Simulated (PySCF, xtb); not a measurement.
Sn(Cl)3(Et) (C2H5Cl3Sn), SMILES [Sn]([Cl])([Cl])([Cl])[CH2]C. Other conformers were not sampled.

Harmonic wavenumbers (cm⁻¹) from xtb with GFN2-xTB at its own minimum, in rising order: 17, 57, 77, 93, 94, 99, 210, 222, 272, 307, 308, 396, 685, 908, 962, 1073, 1126, 1198, 1389, 1419, 1467, 1473, 2979, 3001, 3011, 3029, 3032.

Task: What does PBE-D3(BJ)/def2-SVP run with PySCF give at its own minimum? (An estimate is asked for; the answer gives what the named calculation found.)

Result: 20, 66, 92, 103, 110, 118, 239, 247, 342, 369, 373, 490, 674, 922, 936, 1030, 1146, 1192, 1343, 1383, 1417, 1425, 2970, 3009, 3054, 3066, 3084. Paired by order, the mean absolute difference is 32 cm⁻¹ and the zero-point energies are 41.3 and 41.8 kcal/mol.
